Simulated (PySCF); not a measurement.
Electrostatic solvation of a mixed set.

Level: CAM-B3LYP/def2-SVPD in PySCF, non-relativistic, each on one gas-phase PBE0-D3(BJ)/def2-SVP geometry that isn't relaxed in the solvent. The solvent is an IEF-PCM continuum (Bondi radii, 1.10 Å for H, scaled by 1.2). The model holds no explicit solvent molecules, cavitation or dispersion.

**Question.** Order them by E(solvent) − E(gas) in acetonitrile (ε = 35.69), most negative first (kJ/mol).
A. `C=CC#CC=C1CC1`
B. `[CH:1]#[C:2][CH:3]=[C:4]=[CH:5][CH2:6][CH:7]=[CH2:8]` with C4–C5–C6–C7 116°, C5–C6–C7–C8 116°
C. `[SiH3:1][O:2][SiH:3]1[O:4][CH2:5][CH2:6][O:7]1` with Si1–O2–Si3–O4 -50°, O2–Si3–O4–C5 105°, Si3–O4–C5–C6 27°, O4–C5–C6–O7 -33°, C5–C6–O7–Si3 25°

**Answer.** B (-18.6), C (-17.5), A (-16.0).

```tsv
SMILES	charge	ΔE (kJ/mol)	polarisation term (kJ/mol)	HOMO shift (eV)	dipole gas (D)	dipole solvent (D)	atoms	lowest singlet, gas (eV)	lowest singlet, solvent (eV)
C#CC=C=CCC=C	0	-18.6	-21.0	-0.09	0.90	1.24	16	5.36	5.32
[SiH3]O[SiH]1OCCO1	0	-17.5	-20.1	+0.08	1.52	2.07	15	7.58	7.58
C=CC#CC=C1CC1	0	-16.0	-18.7	-0.13	0.95	1.33	16	4.60	4.52
```

The polarisation term is half the interaction of the solute with the induced surface charges. Singlets are vertical TDDFT energies (frozen core, non-equilibrium response), the lowest in each medium.
